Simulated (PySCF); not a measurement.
# Electric field gradients and quadrupole coupling constants

Species: C6H12OP2.
Cartesian coordinates in Å at the GFN2-xTB level; atoms count from 1:
```
atom  x, y, z in Å
C1     2.9262   -1.1593   -1.2598
C2     2.3027   -0.1387   -1.1413
P3     1.5627    1.4598   -0.9816
O4     2.4800    2.5764   -1.2177
C5     0.8062    1.4872    0.6819
C6     0.1925    0.1577    1.0776
P7    -0.7148   -0.5897   -0.3598
C8    -1.3527   -2.0899    0.5050
C9    -2.2482    0.4409   -0.2937
H10    3.4348   -2.0737   -1.3689
H11    0.5168    1.3972   -1.8916
H12    0.0632    2.2921    0.6663
H13    1.6031    1.7964    1.3682
H14    0.9862   -0.5464    1.3428
H15   -0.4721    0.2685    1.9407
H16   -0.5211   -2.7639    0.7009
H17   -2.0605   -2.5972   -0.1477
H18   -1.8445   -1.8323    1.4422
H19   -2.6396    0.5028    0.7215
H20   -2.0348    1.4416   -0.6661
H21   -2.9951   -0.0125   -0.9432
```

Field gradients from the PBE0/pcSseg-1 density (PySCF, non-relativistic), principal values in atomic units, ordered |Vxx| ≤ |Vyy| ≤ |Vzz|:

| atom | Vxx | Vyy | Vzz |
| --- | --- | --- | --- |
| O4 | -0.3282 | -0.5434 | 0.8715 |

Task: Find the asymmetry η = (Vxx − Vyy)/Vzz and the couplings χ = eQV/h (234.96 MHz × Q in barn × V in au), with Q(17O) = −0.0256 b.

Result: 
```csv
atom,environment,nucleus,η,χzz (MHz),χxx (MHz),χyy (MHz)
O4,phosphoryl oxygen,17O,0.25,-5.24,1.97,3.27
```

Task: What is Vzz at O4 in SI units (1 au = 9.71736 × 10²¹ V/m²)?

Result: 0.8715 au = 8.469 × 10²¹ V/m².

Task: And the gradient at the other heavy atoms, for which no coupling is worked out here?

Result: 
```csv
atom,environment,Vzz (au),η
C1,terminal alkyne carbon,-0.353,0.17
C2,alkyne carbon,-0.284,0.03
P3,phosphoryl phosphorus,0.544,0.68
C5,sp3 carbon bound to phosphorus,-0.057,0.76
C6,sp3 carbon bound to phosphorus,-0.080,0.43
P7,phosphine phosphorus,-1.427,0.02
C8,sp3 carbon bound to phosphorus,0.071,0.19
C9,sp3 carbon bound to phosphorus,0.060,0.37
```

Task: What couplings would deuterons (Q(2H) = 0.00286 b) have in place of the hydrogens, at this geometry?

Result: 
```csv
atom,bonded to,bond length (Å),Vzz (au),η,χzz (kHz)
H10,C1,1.052,0.3868,0.01,260
H11,P3,1.388,0.1933,0.04,130
H12,C5,1.095,0.2983,0.02,200
H13,C5,1.096,0.2960,0.01,199
H14,C6,1.094,0.3005,0.03,202
H15,C6,1.095,0.3017,0.02,203
H16,C8,1.088,0.3167,0.01,213
H17,C8,1.088,0.3165,0.01,213
H18,C8,1.089,0.3139,0.00,211
H19,C9,1.090,0.3134,0.00,211
H20,C9,1.089,0.3162,0.01,212
H21,C9,1.089,0.3161,0.01,212
```

Geometry: GFN2-xTB, one conformer, isolated molecule. GFN2-xTB bond lengths can be off by several hundredths of an ångström, more for odd bonds, and the gradients follow them. With a basis this small, the couplings can be 20 % off.

These values come from a run that also computed NMR shieldings. On one thread, Arm Neoverse V2 (aarch64), no GPU, shared host with 192 logical CPUs at a one-minute load of 20, this took 42 s and 1.1 GiB of memory at its peak.
